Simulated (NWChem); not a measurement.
Species: MgO; SMILES [O]=[Mg]

Results from NWChem. Geometry: optimised at PBE-D3(BJ)/def2-SVP.

Q: Estimate the computed values for B3LYP/def2-TZVP. Quantities: highest occupied level (eV); orbital gap (eV); dipole (D).

A: The highest occupied level (eV) comes out as -5.93 and the orbital gap (eV) is 2.05. The dipole (D) comes out as 7.38.
